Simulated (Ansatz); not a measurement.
Relaxation of Cl4FHSn (7 atoms, charge 0, multiplicity 1), to a largest force component of 0.03 eV/Å in at most 50 steps.

Method: RKS PBE0-D4/def2-SVP in Ansatz.

```xyz
7
Properties=species:S:1:pos:R:3
Sn -0.505 0.000 -0.507
Cl 0.134 0.000 3.053
Cl 1.750 0.000 -0.019
Cl -0.965 1.950 -1.662
Cl -0.965 -1.950 -1.662
F -1.838 0.000 0.844
H -1.183 0.000 2.857
```

Problem. Where does it end, and by what steps?

Solution. The forces met the threshold. After 6 steps the energy has fallen by 0.141 eV; Cl2 moved furthest, 0.57 Å.

```
step  energy less start (eV)  largest force component (eV/Å)  accepted
   0                  0.0000                           1.199       yes
   1                 -0.0565                           1.048       yes
   2                 -0.0688                           1.069       yes
   3                 -0.0770                           1.333       yes
   4                 -0.1316                           0.539       yes
   5                 -0.1410                           0.058       yes
   6                 -0.1413                           0.030       yes
```

```xyz
7
Properties=species:S:1:pos:R:3
Sn -0.525 0.000 -0.657
Cl -0.028 0.000 3.603
Cl 1.668 0.000 0.039
Cl -1.053 1.910 -1.831
Cl -1.053 -1.910 -1.831
F -1.658 0.000 0.912
H -0.923 0.000 2.670
```

Whether the end is a true minimum wasn't checked by a vibrational analysis.

The run took 20 s on 4 threads of Arm Neoverse V1, on a shared host, peak memory 0.34 GiB.
